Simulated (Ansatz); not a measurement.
Reaction (redistribution): `CO[Si](N)(F)F` + `CN[SiH](O)Br` → `CN[Si](N)(F)F` + `CO[SiH](O)Br`

Calculated with Ansatz (gas phase, PBE0-D4/def2-TZVP geometries, no zero-point term in ΔE). CCSD(T)/CBS adds triple-zeta CCSD(T) − MP2 to the extrapolated MP2 energy (def2 sets, frozen cores). DFT in def2-TZVPP. B3LYP here is the variant with VWN-RPA as its local correlation; programs differ in this. For Br outer-core shells are correlated without core-valence functions, which leaves a few kJ/mol of doubt a bond. Scalar relativity is left out up to krypton. Each species was taken in one conformer, which may not be the lowest.

| level | ΔE (kJ/mol) | difference from CCSD(T)/CBS |
| --- | --- | --- |
| PBE-D4 | -9.3 | -1.5 |
| r2SCAN-D4 | -8.4 | -0.6 |
| PBE0-D4 | -8.4 | -0.6 |
| B3LYP-D4 | -8.7 | -0.9 |
| ωB97X-V | -8.3 | -0.5 |
| ωB97M-V | -8.5 | -0.7 |
| B2PLYP | -8.6 | -0.8 |
| PBE | -9.5 | -1.7 |
| r2SCAN | -8.5 | -0.7 |
| PBE0 | -8.6 | -0.8 |
| HF/def2-TZVPP | -6.6 | 1.2 |
| MP2/def2-TZVPP | -7.5 | 0.3 |
| CCSD/def2-TZVPP | -7.2 | 0.6 |
| HF/def2-QZVPP | -6.3 | 1.5 |
| MP2/def2-QZVPP | -7.6 | 0.2 |
| CCSD/CBS(def2) | -7.5 | 0.3 |
| CCSD(T)/CBS | -7.8 | 0 |

Largest T1 diagnostic among the species: 0.011.
